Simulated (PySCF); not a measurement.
C2H8O2Si2, SMILES [Si@@H]1(O)[SiH2][C@@H](C)O1.

Geometry: ωB97X-D3(BJ)/def2-SVP. The structure was generated by enumeration; whether it is a known compound was not checked. Other conformers were not sampled.

These are TDDFT-PBE/def2-SVPD (PySCF) values and carry that method's errors.

Vertical excitations. Isolated molecule, no solvent.

Computed lowest excited states:
```json
[
 {"state": "S1", "energy (eV)": "5.30", "λ (nm)": "234", "f": "0.007", "main pairs": "HOMO→LUMO 86 %"},
 {"state": "S2", "energy (eV)": "5.55", "λ (nm)": "224", "f": "0.006", "main pairs": "HOMO−1→LUMO 81 %"},
 {"state": "S3", "energy (eV)": "5.64", "λ (nm)": "220", "f": "0.029", "main pairs": "HOMO→LUMO+1 69 %, HOMO−1→LUMO+1 11 %"},
 {"state": "S4", "energy (eV)": "5.86", "λ (nm)": "212", "f": "0.005", "main pairs": "HOMO−1→LUMO+1 75 %"},
 {"state": "S5", "energy (eV)": "5.93", "λ (nm)": "209", "f": "0.010", "main pairs": "HOMO−2→LUMO 81 %"},
 {"state": "S6", "energy (eV)": "5.98", "λ (nm)": "207", "f": "0.047", "main pairs": "HOMO→LUMO+2 63 %, HOMO−2→LUMO+1 12 %"},
 {"state": "S7", "energy (eV)": "6.13", "λ (nm)": "202", "f": "0.037", "main pairs": "HOMO→LUMO+3 52 %, HOMO−2→LUMO+1 31 %"},
 {"state": "S8", "energy (eV)": "6.22", "λ (nm)": "199", "f": "0.001", "main pairs": "HOMO−1→LUMO+2 82 %, HOMO→LUMO+3 13 %"},
 {"state": "S9", "energy (eV)": "6.27", "λ (nm)": "198", "f": "0.041", "main pairs": "HOMO−2→LUMO+1 39 %, HOMO→LUMO+3 30 %, HOMO−1→LUMO+2 7 %, HOMO→LUMO+1 6 %"},
 {"state": "S10", "energy (eV)": "6.50", "λ (nm)": "191", "f": "0.042", "main pairs": "HOMO−1→LUMO+3 94 %"},
 {"state": "T1", "energy (eV)": "4.74", "λ (nm)": "261", "f": "0", "main pairs": "HOMO→LUMO 95 %"},
 {"state": "T2", "energy (eV)": "5.03", "λ (nm)": "246", "f": "0", "main pairs": "HOMO→LUMO+1 92 %"},
 {"state": "T3", "energy (eV)": "5.29", "λ (nm)": "234", "f": "0", "main pairs": "HOMO−1→LUMO 95 %"},
 {"state": "T4", "energy (eV)": "5.45", "λ (nm)": "227", "f": "0", "main pairs": "HOMO→LUMO+2 94 %"}
]
```
Triplets are in the Tamm–Dancoff approximation, which puts them higher than full response would, so one can lie above its singlet here.
